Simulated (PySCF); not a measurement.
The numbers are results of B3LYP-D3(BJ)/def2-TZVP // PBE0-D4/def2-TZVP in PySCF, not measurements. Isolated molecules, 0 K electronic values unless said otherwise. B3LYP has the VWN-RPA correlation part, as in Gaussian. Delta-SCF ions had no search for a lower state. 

Reference species (SMILES): `B` (neutral, multiplicity 1).

| Quantity | Value |
|---|---|
| HOMO–LUMO gap | 7.51 eV |
| vertical ionisation energy (Delta-SCF) | 13.12 eV |

Changed species: `BO` (1 of 3 H replaced by OH; the reference has 0 of 3 H replaced by OH).

### Question
What does the change do to the HOMO–LUMO gap and vertical ionisation energy (Delta-SCF)?

### Answer
the HOMO–LUMO gap goes up by 0.49 eV, to 8.00 eV; the vertical ionisation energy (Delta-SCF) decreases by 1.32 eV, to 11.80 eV.
